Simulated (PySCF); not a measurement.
Ga2O: bending curve

All numbers come from PBE0 in PySCF with O def2-TZVP, Ga def2-TZVP; no relativity; density-fitted integrals.

Rigid scan from the singlet minimum (O–Ga 1.801 Å (×2); Ga–O–Ga 180.0°). Coordinate: the Ga–O–Ga angle, bonds fixed. Energies in kJ/mol from the minimum.

```tsv
bond angle (°)	E (kJ/mol)	dipole size (D)
80	151.0	0.86
90	92.1	0.76
100	58.1	0.74
110	36.1	0.74
120	21.7	0.72
130	12.5	0.66
140	6.7	0.56
150	3.3	0.44
160	1.4	0.30
170	0.3	0.15
180	0.0	0.00
```

Other isomers or separated fragments may lie lower.

The scan took 20 s on 2 threads of a shared Arm Neoverse V2 host; the process peaked at 1.1 GiB.
